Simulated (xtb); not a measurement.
C₂H₃Cl₂FSi, SMILES C=C(Cl)[Si@@H](F)Cl. All values are semi-empirical tight-binding results from xtb (GFN2-xTB unless named), good for trends rather than for accurate numbers. The structure is a stationary point at GFN2-xTB. The structure was generated by enumeration; whether it is a known compound was not checked. The values are those of a single conformer.

Optimised geometry:

```xyz
9

C     -2.0300     0.1690    -0.9783
C     -1.0585    -0.3184    -0.2218
Cl    -1.4606    -1.2613     1.1869
Si     0.7974    -0.0982    -0.5118
F      0.9164     0.6613    -1.9289
Cl     1.6068     1.0795     0.8737
H     -1.7881     0.7493    -1.8516
H     -3.0738     0.0123    -0.7625
H      1.4960    -1.3529    -0.6897
```

Question: Estimate the properties. (Estimate from the structure and the level; the computed values follow.)

Answer: 
```json
{
 "orbital_gap": "4.13 eV",
 "dipole_moment": "1.00 D",
 "zero_point_energy": "28.1 kcal/mol",
 "G − E(el) at 298.15 K (modified RRHO)": "7.0 kcal/mol",
 "static polarisability (D4 model)": "80.8 bohr³",
 "solvation energy, GFN2-xTB/ALPB(water)": "-1.1 kcal/mol",
 "solvation energy, GFN2-xTB/ALPB(acetonitrile)": "-3.9 kcal/mol"
}
```

Computed atomic charges and the Wiberg bond orders between heavy atoms:
charges (e) C1 -0.09, C2 -0.01, Cl3 -0.18, Si4 0.57, F5 -0.26, Cl6 -0.16, H7 0.07, H8 0.07, H9 -0.02. Bond orders C1–C2 1.93, C2–Cl3 0.99, C2–Si4 0.86, Si4–F5 1.09, Si4–Cl6 1.19.
